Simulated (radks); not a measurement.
Neutral gadolinium inside a hard spherical wall (all orbitals vanish at R), configuration held at [Xe] 4f7 5d1 6s2 and not refilled when levels cross. Calculated with a radial shooting solver on a logarithmic mesh with Libxc functionals: scalar-relativistic Kohn-Sham, PBEsol, spin-polarised, spherical densities, point nucleus; open shells are filled with parallel spins first (spin-orbit coupling, left out, can overturn this in heavy ions). Eigenvalues in eV for spin up, with the zero of energy where the potential of the charges vanishes at infinity; a dash marks a level that is unbound or too diffuse for the functional's potential to be trusted. A positive occupied level is held by the wall or, in an anion where self-interaction has pushed it up, behind a barrier. The pressure on the wall is -dE/dV.

R (bohr) = free: E (hartree) -11267.6331; kinetic (hartree) 12099.298; e(5p) -28.189; e(4f) -10.470; e(6s) -4.377; e(5d) -2.987; e(6p, empty) -1.420; e(7s, empty) -; pressure (GPa) 0
R (bohr) = 12: E (hartree) -11267.6328; kinetic (hartree) 12099.302; e(5p) -28.162; e(4f) -10.442; e(6s) -4.356; e(5d) -2.963; e(6p, empty) -1.350; e(7s, empty) 1.053; pressure (GPa) 0.00480
R (bohr) = 10: E (hartree) -11267.6309; kinetic (hartree) 12099.318; e(5p) -28.047; e(4f) -10.326; e(6s) -4.269; e(5d) -2.863; e(6p, empty) -1.150; e(7s, empty) 2.367; pressure (GPa) 0.0512
R (bohr) = 7: E (hartree) -11267.5911; kinetic (hartree) 12099.548; e(5p) -26.929; e(4f) -9.172; e(6s) -3.229; e(5d) -1.871; e(6p, empty) 0.673; e(7s, empty) 9.561; pressure (GPa) 1.96
R (bohr) = 6: E (hartree) -11267.5209; kinetic (hartree) 12099.866; e(5p) -25.812; e(4f) -7.992; e(6s) -1.859; e(5d) -0.800; e(6p, empty) 2.849; e(7s, empty) 16.492; pressure (GPa) 7.23
R (bohr) = 3.5: E (hartree) -11265.8269; kinetic (hartree) 12106.297; e(5p) -16.307; e(4f) 3.025; e(6s) 20.703; e(5d) 11.230; e(6p, empty) 33.551; e(7s, empty) 92.450; pressure (GPa) 470
R (bohr) = 3: E (hartree) -11263.8865; kinetic (hartree) 12113.490; e(5p) -9.366; e(4f) 11.036; e(6s) 41.483; e(5d) 20.838; e(6p, empty) 58.913; e(7s, empty) 146.89; pressure (GPa) 1520
R (bohr) = 2: E (hartree) -11244.2858; kinetic (hartree) 12178.129; e(5p) 42.813; e(4f) 58.313; e(6s) 194.90; e(5d) 89.919; e(6p, empty) 229.78; e(7s, empty) 475.78; pressure (GPa) 29400
R (bohr) = 1.5: E (hartree) -11190.3777; kinetic (hartree) 12338.778; e(5p) 166.13; e(4f) 135.53; e(6s) 504.85; e(5d) 237.10; e(6p, empty) 556.49; e(7s, empty) 1055.1; pressure (GPa) 216000
